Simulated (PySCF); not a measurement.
A structure optimised at ωB97X-D3(BJ)/def2-SVP, used in a PySCF frequency run:

```
C
C 1 1.3325
H 2 1.0924 1 120.81
H 1 1.0924 2 120.81 3 0.00
Cl 1 1.7173 4 115.20 2 180.00
Cl 2 1.7173 3 115.20 1 180.00
```

Write its SMILES, formula and point group.

Cl/C=C\Cl, C2H2Cl2, C2v

What are its rotational constants (standard atomic weights)?

11.410, 2.5117, 2.0586 GHz
